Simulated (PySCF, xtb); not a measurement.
GaH2F, SMILES [GaH2][F].

GFN2-xTB run with xtb at its own geometry gives an orbital gap of 5.23 eV and a dipole moment of 2.37 D.

The structure is a stationary point at B3LYP-D3(BJ)/def2-TZVP.

Question: What does CAM-B3LYP/def2-TZVPD (PySCF) give? (The exact figures need the calculation; the answer reports its results.)

Answer: gap 9.62 eV (levels -10.45 and -0.83 eV), dipole 2.45 D.
